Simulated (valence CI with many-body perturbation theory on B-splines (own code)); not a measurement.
E1 line list for Nd⁵³⁺

Level of theory: relativistic CI+MBPT: five valence electrons over a frozen Dirac-Fock core [He], radial functions for each j: 11 s, 11 p, 10 d, 8 f, 5 g, 2 h, with the one-electron correlation potential Σ1 (screened to all orders), the two-electron term Σ2, the three-electron term Σ3, Breit, model QED; selected single and double excitations, second order for the rest, scaled by the run's own slope (own B-spline code, finite nucleus).

No measured spectrum was set against this ion. As an estimate, large intervals hold to a few tenths of a per cent, small ones and those within an open d or f shell to about a per cent. Among the levels kept, up to 7300 cm⁻¹ of a level comes from second order outside the variational space, and about a tenth of that is noise between levels of different J, which matters for small intervals.

Lines 1 to 50 of 600 in falling wavelength, among levels below 560.87 Ry, chosen from the strongest by gf and those to the six lowest levels. Wavelengths and rates use the calculated energies. Electric multipoles are in the length gauge with retardation, E1 and E2 with the static RPA response of the core. Weak lines are less certain than strong ones. Lines between different terms over intervals too small for the method are left out, as are lines whose strength nearly cancels. The highest levels of a list are the least certain.

Levels are named by their leading jj configuration (3d3/2^4 stands for four electrons in 3d with j = 3/2), which in mixed levels can hold well under half, so a name can repeat and another be missing. Letters in brackets count levels of one name in rising energy.

```csv
λ vac (nm),Upper,Lower,A (s⁻¹),log gf,Branch %
17.39,(2s^2 2p1/2 2p3/2 3p1/2) J=5/2,(2s^2 2p1/2 2p3/2 3s) J=3/2 [b],2.74e+09,-1.13,0.3
16.23,(2s^2 2p1/2 2p3/2 3p1/2) J=5/2,(2s^2 2p1/2 2p3/2 3s) J=5/2,3.31e+09,-1.11,0.4
15.67,(2s 2p1/2 2p3/2^2 3p1/2) J=3/2 [a],(2s 2p1/2 2p3/2^2 3s) J=5/2 [a],6.27e+09,-1.03,0.0
14.60,(2s^2 2p3/2^2 3p1/2) J=5/2,(2s^2 2p3/2^2 3s) J=3/2,4.98e+09,-1.02,0.1
14.47,(2s 2p1/2 2p3/2^2 3p1/2) J=7/2,(2s 2p1/2 2p3/2^2 3s) J=7/2,4.12e+09,-0.99,0.0
13.84,(2s^2 2p3/2^2 3p1/2) J=3/2,(2s^2 2p3/2^2 3s) J=5/2,8.92e+09,-0.99,0.4
13.80,(2s 2p1/2 2p3/2^2 3p1/2) J=5/2 [a],(2s 2p1/2 2p3/2^2 3s) J=5/2 [a],5.44e+09,-1.03,0.0
13.69,(2s 2p1/2^2 2p3/2 3p1/2) J=3/2 [a],(2s 2p1/2^2 2p3/2 3s) J=5/2,7.00e+09,-1.10,0.0
13.61,(2s 2p1/2^2 2p3/2 3p1/2) J=5/2,(2s 2p1/2^2 2p3/2 3s) J=5/2,5.24e+09,-1.06,0.0
13.37,(2s^2 2p3/2^2 3p1/2) J=5/2,(2s^2 2p3/2^2 3s) J=5/2,5.91e+09,-1.02,0.2
12.28,(2s 2p1/2 2p3/2^2 3p1/2) J=3/2 [d],(2s 2p1/2 2p3/2^2 3s) J=5/2 [c],9.40e+09,-1.07,0.0
11.76,(2s^2 2p1/2 2p3/2 3p1/2) J=3/2 [b],(2s^2 2p1/2 2p3/2 3s) J=5/2,1.22e+10,-0.99,0.6
11.09,(2s 2p1/2 2p3/2^2 3d5/2) J=5/2 [e],(2s 2p1/2 2p3/2^2 3p3/2) J=3/2 [f],8.77e+09,-1.01,0.0
11.07,(2s 2p1/2 2p3/2^2 3p1/2) J=5/2 [b],(2s 2p1/2 2p3/2^2 3s) J=7/2,1.36e+10,-0.82,0.0
10.95,(2s^2 2p3/2^2 3d5/2) J=5/2 [b],(2s^2 2p3/2^2 3p3/2) J=3/2 [b],1.07e+10,-0.94,0.0
10.93,(2s^2 2p1/2 2p3/2 3d5/2) J=7/2 [a],(2s^2 2p1/2 2p3/2 3p3/2) J=5/2 [a],1.23e+10,-0.75,0.1
10.77,(2s 2p1/2^2 2p3/2 3d5/2) J=5/2 [a],(2s 2p1/2^2 2p3/2 3p3/2) J=5/2 [a],7.81e+09,-1.09,0.0
10.70,(2s^2 2p3/2^2 3d5/2) J=9/2,(2s^2 2p3/2^2 3p3/2) J=7/2,1.56e+10,-0.57,33.5
10.69,(2s 2p1/2 2p3/2^2 3d5/2) J=7/2 [b],(2s 2p1/2 2p3/2^2 3p3/2) J=5/2 [b],8.76e+09,-0.92,0.0
10.68,(2s^2 2p3/2^2 3d5/2) J=7/2,(2s^2 2p3/2^2 3p3/2) J=5/2,9.89e+09,-0.87,0.4
10.60,(2s 2p1/2 2p3/2^2 3d5/2) J=9/2 [a],(2s 2p1/2 2p3/2^2 3p3/2) J=7/2 [a],1.93e+10,-0.49,4.6
10.59,(2s 2p1/2^2 2p3/2 3d5/2) J=9/2,(2s 2p1/2^2 2p3/2 3p3/2) J=7/2,2.37e+10,-0.40,46.8
10.51,(2s 2p1/2 2p3/2^2 3d5/2) J=11/2,(2s 2p1/2 2p3/2^2 3p3/2) J=9/2,2.39e+10,-0.32,6.5
10.39,(2s 2p1/2^2 2p3/2 3d5/2) J=3/2 [b],(2s 2p1/2^2 2p3/2 3p3/2) J=1/2 [b],1.68e+10,-0.96,0.0
10.35,(2s 2p1/2 2p3/2^2 3d5/2) J=7/2 [e],(2s 2p1/2 2p3/2^2 3p3/2) J=5/2 [e],1.71e+10,-0.66,0.0
10.35,(2s 2p1/2 2p3/2^2 3d5/2) J=9/2 [b],(2s 2p1/2 2p3/2^2 3p3/2) J=7/2 [b],1.94e+10,-0.51,1.3
10.32,(2s 2p1/2 2p3/2^2 3d5/2) J=5/2 [a],(2s 2p1/2 2p3/2^2 3p3/2) J=3/2 [a],1.22e+10,-0.93,0.0
10.25,(2s 2p1/2 2p3/2^2 3d5/2) J=7/2 [a],(2s 2p1/2 2p3/2^2 3p3/2) J=5/2 [a],1.93e+10,-0.61,0.1
10.21,(2s^2 2p1/2 2p3/2 3d5/2) J=7/2 [b],(2s^2 2p1/2 2p3/2 3p3/2) J=5/2 [b],1.90e+10,-0.63,0.0
10.19,(2s 2p1/2 2p3/2^2 3d5/2) J=7/2 [d],(2s 2p1/2 2p3/2^2 3p3/2) J=5/2 [d],2.08e+10,-0.59,0.1
10.18,(2s 2p1/2^2 2p3/2 3d5/2) J=5/2 [b],(2s 2p1/2^2 2p3/2 3p3/2) J=3/2 [b],2.17e+10,-0.70,0.0
10.18,(2s^2 2p1/2 2p3/2 3d5/2) J=5/2 [b],(2s^2 2p1/2 2p3/2 3p3/2) J=3/2 [b],9.71e+09,-1.04,0.0
10.17,(2s 2p1/2 2p3/2^2 3d5/2) J=5/2 [c],(2s 2p1/2 2p3/2^2 3p3/2) J=3/2 [d],1.87e+10,-0.76,0.0
10.13,(2s 2p1/2 2p3/2^2 3d5/2) J=5/2 [b],(2s 2p1/2 2p3/2^2 3p3/2) J=3/2 [c],1.15e+10,-0.98,0.0
10.10,(2s 2p1/2^2 2p3/2 3d5/2) J=7/2 [b],(2s 2p1/2^2 2p3/2 3p3/2) J=5/2 [b],2.62e+10,-0.49,0.0
10.09,(2s^2 2p1/2 2p3/2 3d5/2) J=9/2,(2s^2 2p1/2 2p3/2 3p3/2) J=7/2,2.53e+10,-0.41,61.6
10.08,(2s 2p1/2^2 2p3/2 3d5/2) J=7/2 [a],(2s 2p1/2^2 2p3/2 3p3/2) J=5/2 [a],2.24e+10,-0.56,0.0
10.06,(2s^2 2p3/2^2 3d5/2) J=5/2 [a],(2s^2 2p3/2^2 3p3/2) J=3/2 [a],9.72e+09,-1.05,0.0
10.02,(2s 2p1/2 2p3/2^2 3d5/2) J=9/2 [c],(2s 2p1/2 2p3/2^2 3p3/2) J=7/2 [c],2.67e+10,-0.40,0.5
9.962,(2s^2 2p1/2^2 3d5/2) J=5/2,(2s^2 2p1/2^2 3p3/2) J=3/2,2.65e+10,-0.63,0.0
9.777,(2s 2p1/2 2p3/2^2 3d5/2) J=5/2 [d],(2s 2p1/2 2p3/2^2 3p3/2) J=3/2 [e],1.81e+10,-0.81,0.0
9.733,(2s 2p1/2 2p3/2^2 3d3/2) J=5/2 [f],(2s 2p1/2 2p3/2^2 3p3/2) J=3/2 [c],1.10e+10,-1.03,0.0
9.608,(2s 2p1/2^2 2p3/2 3d5/2) J=5/2 [a],(2s 2p1/2^2 2p3/2 3p3/2) J=3/2 [a],1.85e+10,-0.81,0.0
9.554,(2s^2 2p1/2 2p3/2 3d5/2) J=5/2 [a],(2s^2 2p1/2 2p3/2 3p3/2) J=3/2 [a],1.97e+10,-0.79,0.0
9.489,(2s 2p1/2 2p3/2^2 3d5/2) J=7/2 [c],(2s 2p1/2 2p3/2^2 3p3/2) J=5/2 [c],2.39e+10,-0.59,0.0
9.220,(2s^2 2p3/2^2 3d5/2) J=7/2,(2s 2p1/2 2p3/2^2 3s) J=5/2 [b],8.81e+09,-1.05,0.4
9.094,(2s 2p1/2 2p3/2^2 3d5/2) J=3/2 [c],(2s 2p1/2 2p3/2^2 3p3/2) J=1/2 [c],2.17e+10,-0.97,0.0
8.863,(2s 2p1/2 2p3/2^2 3d5/2) J=3/2 [b],(2s 2p1/2 2p3/2^2 3p3/2) J=1/2 [b],1.83e+10,-1.06,0.0
8.766,(2s 2p1/2 2p3/2^2 3d5/2) J=7/2 [b],(2s 2p1/2 2p3/2^2 3p3/2) J=7/2 [b],1.02e+10,-1.03,0.0
8.612,(2s^2 2p3/2^2 3d5/2) J=5/2 [b],(2s 2p1/2 2p3/2^2 3s) J=3/2 [b],1.35e+10,-1.05,0.0
```
